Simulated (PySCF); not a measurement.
# Frontier levels across methods

CH6F2P2Si.
Structure used (PBE0-D3(BJ)/def2-SVP), in Å, numbered top down from 1:
```xyz
12
CH6F2P2Si angstrom
F      2.4680   -0.3379    0.9885
C      1.6599    0.5531    0.3611
F      1.1361    1.3841    1.3063
Si     0.2165   -0.3627   -0.5316
P     -1.1064    1.2678   -1.3805
P     -0.6226   -1.8007    0.9991
H      2.2859    1.1673   -0.3131
H      0.7973   -1.1314   -1.6734
H     -1.7410    1.5253   -0.1273
H     -2.1093    0.3453   -1.8116
H     -1.8832   -1.9059    0.3322
H     -1.0581   -0.7311    1.8421
```

Basis pcSseg-1 throughout (PySCF), one geometry. The structure is a single PBE0-D3(BJ)/def2-SVP conformer in the gas phase; no vibrational or solvent corrections.

Question: How do the orbital energies, the gap and the dipole change with the method?

Answer: 
```
   method                    kind  HOMO (eV)  LUMO (eV)  gap (eV)  μ (D)  SCF cycles
     BLYP                     GGA      -6.07      -1.07      5.00   1.77          13
    B97-D                     GGA      -6.22      -1.13      5.09   1.83          14
      PBE                     GGA      -6.25      -1.24      5.01   1.79          13
     OPBE                     GGA      -6.28      -1.16      5.12   1.79          14
      KT2                     GGA      -6.31      -1.32      4.99   1.86          15
      KT3                     GGA      -6.31      -1.24      5.07   1.81          15
      LDA                     LDA      -6.34      -1.42      4.92   1.93          13
     BP86                     GGA      -6.36      -1.34      5.02   1.81          13
    B3LYP           global hybrid      -7.11      -0.61      6.50   1.96          12
    B97-2           global hybrid      -7.12      -0.48      6.64   2.00          12
     PBE0           global hybrid      -7.34      -0.46      6.88   2.01          12
 mPW1PW91           global hybrid      -7.37      -0.47      6.90   2.03          12
BHandHLYP           global hybrid      -8.27       0.49      8.76   2.17          11
CAM-B3LYP  range-separated hybrid      -8.53       0.63      9.17   2.05          12
  wB97X-D  range-separated hybrid      -9.12       1.20     10.32   2.05          13
       HF            Hartree–Fock      -9.76       2.84     12.60   2.33          10
  LC-wPBE  range-separated hybrid      -9.87       1.64     11.51   2.08          12
```

The HOMO spans 3.81 eV, from BLYP down to LC-wPBE, and the gap runs from 4.92 eV (LDA) to 12.60 eV (HF). Over the methods BLYP (0 %), B97-D (0 %), PBE (0 %), OPBE (0 %), KT2 (0 %), KT3 (0 %), LDA (0 %), BP86 (0 %), B3LYP (20 %), B97-2 (21 %), PBE0 (25 %), mPW1PW91 (25 %), BHandHLYP (50 %), HF (100 %), a straight line through the gap against the share of exact exchange rises by 0.76 eV for each 10 % (correlation coefficient 1.000). The dipole ranges from 1.77 D (BLYP) to 2.33 D (HF). This basis has no diffuse functions.
